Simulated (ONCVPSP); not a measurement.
## Building the ONCV potential for phosphorus (P) (PBEsol, scalar-relativistic).

Input for ONCVPSP 4.0.1:

```
# ATOM AND REFERENCE CONFIGURATION
# atsym  z   nc   nv     iexc    psfile
  P 15.00    3    2  -116133      upf
#
#   n    l    f
    1    0    2.00
    2    0    2.00
    2    1    6.00
    3    0    2.00
    3    1    3.00
#
# PSEUDOPOTENTIAL AND OPTIMIZATION
# lmax
    1
#
#   l,   rc,      ep,       ncon, nbas, qcut
    0    1.65    0.00    4    7    4.50
    1    1.65    0.00    4    9    5.80
#
# LOCAL POTENTIAL
# lloc, lpopt,  rc(5),   dvloc0
    4    5    1.20    1.00
#
# VANDERBILT-KLEINMAN-BYLANDER PROJECTORs
# l, nproj, debl
    0    2    2.00
    1    2    0.80
#
# MODEL CORE CHARGE
# icmod, fcfact, rcfact
    2    0.25    1.05
#
# LOG DERIVATIVE ANALYSIS
# epsh1, epsh2, depsh
   -2.00    5.00    0.02
#
# OUTPUT GRID
# rlmax, drl
    6.00    0.01
#
# TEST CONFIGURATIONS
# ncnf
    4
# nvcnf
#   n    l    f
    2
    3    0    2.00
    3    1    2.00
#
    2
    3    0    2.00
    3    1    1.00
#
    2
    3    0    2.00
    3    1    0.00
#
    2
    3    0    2.00
    3    1    2.50
#
```

Command:

```bash
oncvpsp.x < P.dat > P.out
```

Output (shortened: citation, most of the input echo, consistency checks and plot data are left out):

```
ONCVPSP  (Optimized Norm-Conservinng Vanderbilt PSeudopotential)
scalar-relativistic version 4.0.1

#   n    l    f        energy (Ha)
    1    0    2.00    -7.6448628E+01
    2    0    2.00    -6.3785399E+00
    2    1    6.00    -4.5690766E+00
    3    0    2.00    -5.1144803E-01
    3    1    3.00    -2.0137692E-01

Reference configufation results
  iterations    25
  all-electron total energy (Ha)   -3.41313405D+02

Begin loop to  construct optimized pseudo wave functions
and semi-local pseudopoentials for all angular momenta

   Wellstate for l =  0  n =  5
     eigenvalue =   1.4886
     asymptotic potential =   1.9886
     half-point radius =  4.3294

Calculating optimized projector #   1

 for l=   0

    Fraction of norm inside rc  0.416997
    Optimizing pswf for qcut=   4.49 a_B^-1,  ecut=  10.09 Ha
    Residual kinetic energy error=  8.63D-04 Ha

    Energy error per electron        Cutoff
         Ha          eV             Ha
         0.01000     0.27211        6.65
         0.00100     0.02721        9.89
         0.00010     0.00272       33.47
         0.00001     0.00027       43.47

Calculating optimized projector #   2

 for l=   0

    Fraction of norm inside rc  0.096137
    Optimizing pswf for qcut=   4.49 a_B^-1,  ecut=  10.09 Ha
    Residual kinetic energy error=  1.63D-03 Ha

    Energy error per electron        Cutoff
         Ha          eV             Ha
         0.01000     0.27211        7.52
         0.00100     0.02721       10.98
         0.00010     0.00272       23.03
         0.00001     0.00027       55.44

   Wellstate for l =  1  n =  4
     eigenvalue =   0.5986
     asymptotic potential =   1.0986
     half-point radius =  4.4721

Calculating optimized projector #   1

 for l=   1

    Fraction of norm inside rc  0.259452
    Optimizing pswf for qcut=   5.80 a_B^-1,  ecut=  16.85 Ha
    Residual kinetic energy error=  3.08D-06 Ha

    Energy error per electron        Cutoff
         Ha          eV             Ha
         0.01000     0.27211        3.00
         0.00100     0.02721        5.35
         0.00010     0.00272       12.22
         0.00001     0.00027       15.46

Calculating optimized projector #   2

 for l=   1

    Fraction of norm inside rc  0.164521
    Optimizing pswf for qcut=   5.80 a_B^-1,  ecut=  16.85 Ha
    Residual kinetic energy error=  6.99D-05 Ha

    Energy error per electron        Cutoff
         Ha          eV             Ha
         0.01000     0.27211        3.44
         0.00100     0.02721        5.32
         0.00010     0.00272       12.76
         0.00001     0.00027      110.85

Construct Vanderbilt / Kleinmman-Bylander projectors

B matrix Hermiticity error, ll=   0
   1   2   -9.3421E-05

  Orthonormal projector coefficients  5.8490E+00  6.8290E-01

B matrix Hermiticity error, ll=   1
   1   2    2.9573E-05

  Orthonormal projector coefficients  2.5236E+00  7.8904E-01

Model core correction analysis
  based on d2Exc/dn_idn_j

d2excae - all-electron derivatives

   -3.594045D-02   -2.851755D-02
   -2.851907D-02   -2.687498D-02

d2excps - pseudofunction derivatives with no core correction

   -3.858984D-02   -3.020610D-02
   -3.020829D-02   -2.786661D-02

rms 2nd derivative error    1.851167E-03

amplitude prefactor, scale prefactor
   10.7451    1.1626

d2excps - pseudofunction derivatives with core correction

   -3.612717D-02   -2.884100D-02
   -2.884302D-02   -2.713050D-02

rms 2nd derivative error    2.782606E-04

Pseudoatom total energy   -6.417848

Diagnostic tests using Vanderbilt-Kleinman-Bylander pseudopotentials
  1 or more projectors used as specified by nproj input data

   l    rcore       rmatch      e in        delta e   norm test  slope test

   0   1.6596935   1.7100854  -0.5114480  -0.0000033   1.0000309   1.0000564
   0   1.6596935   1.7100854   1.4885520   0.0000003   1.0001818   1.0001818

   1   1.6596935   1.7100854  -0.2013769   0.0000005   1.0000232   1.0000030
   1   1.6596935   1.7100854   0.5986231   0.0000045   1.0000999   1.0000999

 Testing for bound ghosts
   n   l    E NL Schr. Eq   E Basis Diag.   E Cutoff

   1   0       -0.511451       -0.507312     67.83

   2   1       -0.201376       -0.182075    142.74

 Testing for highly-localized positive-energy ghosts
       l    <radius>/rc     E Basis Diag.   E Cutoff

       0        0.892596        6.505005     67.83  WARNING - GHOST(+)

Test configuration 0

   n   l     f        eae           eps        diff
   1   0  2.0000  -76.44862841
   2   0  2.0000   -6.37853986
   2   1  6.0000   -4.56907659
   3   0  2.0000   -0.51144803   -0.51145134   -3.31D-06
   3   1  3.0000   -0.20137692   -0.20137639    5.35D-07

    Total energies and differences
      AE_ref= -3.41313405D+02  AE_tst= -3.41313405D+02  dif=  0.00D+00
      PS_ref= -6.41784769D+00  PS_tst= -6.41784769D+00  dif=  2.66D-15
      PSP excitation error= -2.66D-15

Test configuration 1

   n   l     f        eae           eps        diff
   1   0  2.0000  -76.84685028
   2   0  2.0000   -6.76886262
   2   1  6.0000   -4.96014388
   3   0  2.0000   -0.85361955   -0.85342799    1.92D-04
   3   1  2.0000   -0.52112793   -0.52095757    1.70D-04

    Total energies and differences
      AE_ref= -3.41313405D+02  AE_tst= -3.40957002D+02  dif=  3.56D-01
      PS_ref= -6.41784769D+00  PS_tst= -6.06148015D+00  dif=  3.56D-01
      PSP excitation error=  3.58D-05

Test configuration 2

   n   l     f        eae           eps        diff
   1   0  2.0000  -77.33751556
   2   0  2.0000   -7.24264896
   2   1  6.0000   -5.43541786
   3   0  2.0000   -1.24568710   -1.24480307    8.84D-04
   3   1  1.0000   -0.89082118   -0.88992623    8.95D-04

    Total energies and differences
      AE_ref= -3.41313405D+02  AE_tst= -3.40254658D+02  dif=  1.06D+00
      PS_ref= -6.41784769D+00  PS_tst= -5.35956551D+00  dif=  1.06D+00
      PSP excitation error=  4.65D-04

Test configuration 3

   n   l     f        eae           eps        diff
   1   0  2.0000  -77.91121725
   2   0  2.0000   -7.78884826
   2   1  6.0000   -5.98397377
   3   0  2.0000   -1.67407012   -1.67154825    2.52D-03

    Total energies and differences
      AE_ref= -3.41313405D+02  AE_tst= -3.39162989D+02  dif=  2.15D+00
      PS_ref= -6.41784769D+00  PS_tst= -4.26951740D+00  dif=  2.15D+00
      PSP excitation error=  2.09D-03

Test configuration 4

   n   l     f        eae           eps        diff
   1   0  2.0000  -76.63526851
   2   0  2.0000   -6.56223506
   2   1  6.0000   -4.75305967
   3   0  2.0000   -0.67519762   -0.67514316    5.45D-05
   3   1  2.5000   -0.35402055   -0.35397784    4.27D-05

    Total energies and differences
      AE_ref= -3.41313405D+02  AE_tst= -3.41175224D+02  dif=  1.38D-01
      PS_ref= -6.41784769D+00  PS_tst= -6.27966598D+00  dif=  1.38D-01
      PSP excitation error= -2.74D-07
```

The run took about 3.2 s on one core of a shared server CPU.
